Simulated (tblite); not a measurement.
`CC[Si@@H]1[SiH2][SiH2][Si@@H]1[SiH2]F`. The geometry is computed with GFN2-xTB (gas phase).

```
atom  x, y, z in Å
C1     2.1768    1.7078   -0.2653
C2     1.9779    0.1985   -0.2483
Si3    0.8074   -0.3855    1.1459
Si4    0.1767   -2.6528    0.9381
Si5   -2.0377   -1.9997    0.4873
Si6   -1.4533    0.2906    0.7637
Si7   -1.9397    1.7675   -0.9389
F8    -1.1736    1.1081   -2.2080
H9     1.2282    2.2165   -0.4291
H10    2.8594    2.0034   -1.0611
H11    2.5895    2.0529    0.6811
H12    1.5710   -0.1149   -1.2114
H13    2.9506   -0.2877   -0.1525
H14    1.4694    0.0487    2.3949
H15    0.3402   -3.4658    2.1504
H16    0.8556   -3.4566   -0.0868
H17   -3.0725   -2.5272    1.3886
H18   -2.5609   -2.3463   -0.8417
H19   -2.0800    0.8772    1.9732
H20   -3.3159    1.8643   -1.4206
H21   -1.3781    3.1182   -0.9052
```

Problem. What is the repulsion energy of the bare nuclei, Σ ZA·ZB/RAB?

Solution. 813.49 Eh over 210 pairs, with full nuclear charges and distances in bohr; the largest single term is 44.98 Eh (Si6 with Si7).

Problem. Work out the bond lengths C1–C2, Si5–Si6, Si5–H18, Si6–Si7, Si6–H19, Si7–H21 in pm.

Solution. For C1–C2 the difference vector is (-0.1989, -1.5093, 0.0170) Å, of length 1.5224 Å. C1–C2 152.2; Si5–Si6 238.0; Si5–H18 147.0; Si6–Si7 230.6; Si6–H19 148.3; Si7–H21 146.3 pm.

Problem. How far are the heavy atoms from their best plane (unweighted least squares)?

Solution. 0.667 Å rms; C1 0.23, C2 0.47, Si3 0.64, Si4 0.55, Si5 0.21, Si6 1.05, Si7 0.43, F8 1.11 Å (magnitudes).

Problem. How far apart are these pairs, which share no bond: Si3···H13, Si4···H18, Si6···H20, H9···H11, H10···H14, H12···H15, H17···H18?

Solution. Si3···H13 2.508 Å (2 bonds apart); Si4···H18 3.280 Å (2 bonds apart); Si6···H20 3.274 Å (2 bonds apart); H9···H11 1.764 Å (2 bonds apart); H10···H14 4.207 Å (4 bonds apart); H12···H15 4.904 Å (4 bonds apart); H17···H18 2.295 Å (2 bonds apart).

Problem. Write the matrix of distances between heavy atoms (Å, lower triangle).

Solution. 
```
C1    0.000
C2    1.522  0.000
Si3   2.872  1.912  0.000
Si4   4.946  3.575  2.363  0.000
Si5   5.663  4.637  3.337  2.352  0.000
Si6   4.030  3.579  2.390  3.369  2.380  0.000
Si7   4.172  4.276  4.066  5.248  4.029  2.306  0.000
F8    3.919  3.821  4.172  5.086  4.204  3.095  1.622  0.000
```

Its GFN2-xTB frequencies are all real (lowest 26 cm⁻¹). One conformer, not necessarily the lowest.
